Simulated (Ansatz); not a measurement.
The cation of CH$_{6}$FInOSi (`[CH3][In]([F])[O][SiH3]`) at the neutral geometry.

```yaml
crystal:
  periodic: [false, false, false]
  atoms:
    - {symbol: C, position_ang: [-1.443970, -1.008726, 1.462805]}
    - {symbol: In, position_ang: [0.580060, -0.696379, 0.917705]}
    - {symbol: F, position_ang: [2.089201, -1.472801, 1.869870]}
    - {symbol: O, position_ang: [1.353846, 0.363678, -0.551868]}
    - {symbol: Si, position_ang: [0.825704, 1.273025, -1.790668]}
    - {symbol: H, position_ang: [-2.067615, -0.980212, 0.570979]}
    - {symbol: H, position_ang: [-1.533855, -1.972099, 1.961169]}
    - {symbol: H, position_ang: [-1.749022, -0.215156, 2.144587]}
    - {symbol: H, position_ang: [1.295619, 2.678635, -1.649891]}
    - {symbol: H, position_ang: [1.320145, 0.733085, -3.086708]}
    - {symbol: H, position_ang: [-0.670112, 1.296950, -1.847970]}
basis:
  gaussian: {orbitals: def2-TZVPP}
total_charge: 1
magnetization: {spin_polarized: true, initial_magnetization: 1}
hamiltonian: {xc: {name: B2PLYP}}
```

```sh
$ ansatz run in.yaml --threads 2 --pin off --events-out ev --progress --plain --max-ram 32768MiB --backend cpu
```

Shortened log:

```
Functional definition: B2PLYP
1771 factors; integrals over basis functions are off by at most 1.0e-3 eV
mean field evaluation 1: about -18903.8436 eV, gradient 7.2e1 eV
mean field evaluation 2: about -18903.9356 eV, gradient 7.2e1 eV
mean field evaluation 4: about -18919.7260 eV, gradient 2.5e1 eV
mean field evaluation 8: about -18922.5839 eV, gradient 2.6e0 eV
mean field evaluation 16: about -18922.8119 eV, gradient 8.7e-2 eV
mean field evaluation 32: about -18922.9097 eV, gradient 8.6e-2 eV
mean field evaluation 96: about -18922.8159 eV, gradient 3.4e-1 eV
mean field -18922.91433899 eV, -695.4042755458 hartree, gradient 3.4e-6 eV, S^2 0.779456; 6 other end points of the search recorded, 0 dependent functions left out
12 core orbitals not correlated: weight in the atoms' cores, before any rotation towards them, 1.000 or more for the frozen orbitals, at most 0.000 for the correlated occupied ones
reference -18922.91454536 eV, -695.4042831299 hartree; 20, 19 occupied and 237, 238 virtual orbitals, 1771 factors
second order -34.45189097 eV of doubles, -0.00000000 eV of singles
Total energy: -18932.21655592 eV, -695.7461257129 hartree
```

It took 3.1 min on 2 threads of a server CPU on a shared host, with 1.2 GiB of host memory at the peak.
